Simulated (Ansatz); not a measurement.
```yaml
crystal:
  periodic: [false, false, false]
  atoms:
    - {symbol: C, position_ang: [-1.393292, -1.194456, 0.562163]}
    - {symbol: Ga, position_ang: [-0.094839, -0.103409, -0.430109]}
    - {symbol: C, position_ang: [1.762766, -0.456431, -0.958212]}
    - {symbol: F, position_ang: [-0.887654, 1.120574, -1.489730]}
    - {symbol: S, position_ang: [0.284108, 1.922114, 1.292459]}
    - {symbol: H, position_ang: [-0.986547, -1.532491, 1.517859]}
    - {symbol: H, position_ang: [-2.308520, -0.628872, 0.746462]}
    - {symbol: H, position_ang: [-1.660406, -2.082318, -0.016452]}
    - {symbol: H, position_ang: [1.790664, -1.212350, -1.747124]}
    - {symbol: H, position_ang: [2.355255, -0.826524, -0.118962]}
    - {symbol: H, position_ang: [2.230512, 0.449537, -1.347400]}
    - {symbol: H, position_ang: [-0.103925, 2.649366, 0.228329]}
    - {symbol: H, position_ang: [-0.967823, 1.860460, 1.775419]}
basis:
  gaussian: {orbitals: def2-TZVP}
total_charge: 4
hamiltonian: {xc: {name: SVWN5}}
```

```sh
$ ansatz run in.yaml --threads 8 --pin off --events-out ev --progress --plain --max-ram 18278MiB
```

Shortened log:

```
Functional definition: SVWN5
1497 factors; their error is unknown
mean field evaluation 1: about -67799.0292 eV, gradient 2.0e2 eV
mean field evaluation 2: about -65784.5247 eV, gradient 7.2e2 eV
mean field evaluation 4: about -67844.2390 eV, gradient 1.5e2 eV
mean field evaluation 8: about -67809.2089 eV, gradient 1.7e2 eV
mean field evaluation 16: about -67907.9515 eV, gradient 5.5e0 eV
mean field evaluation 32: about -67899.7595 eV, gradient 3.3e1 eV
mean field evaluation 64: about -67905.9692 eV, gradient 6.7e0 eV
mean field -67908.01489958 eV, -2495.5735178537 hartree, gradient 9.7e-6 eV, S^2 0.000000; 4 other end points of the search recorded, 0 dependent functions left out
reference -67908.01493861 eV, -2495.5735192883 hartree; 36, 36 occupied and 190, 190 virtual orbitals, 1497 factors
Total energy: -67908.01493861 eV, -2495.5735192883 hartree
```

Problem. Something in this input is off. What?

Solution. The charge is far from anything that the molecule holds. Self-consistency was reached. The result belongs to that input, not to the molecule as meant.
